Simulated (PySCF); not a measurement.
CH9NSi4, SMILES [SiH3][SiH2][Si@H]1C=N[SiH2]1.

The structure is a stationary point at B3LYP-D3(BJ)/def2-SVP. The structure was generated by enumeration; whether it is a known compound was not checked. The values are those of a single conformer.

Computed with PySCF with PBE/def2-TZVP.

Gas-phase values at a fixed geometry.

```json
{
 "total_energy": "-1255.54914 hartree",
 "highest_occupied_level": "-5.45 eV",
 "lowest_empty_level": "-2.38 eV",
 "orbital_gap": "3.07 eV",
 "dipole_moment": "1.53 D",
 "quadrupole, principal values (traceless, Buckingham form, about the centre of nuclear charge)": "-7.79, 1.71, 6.07 D·Å"
}
```
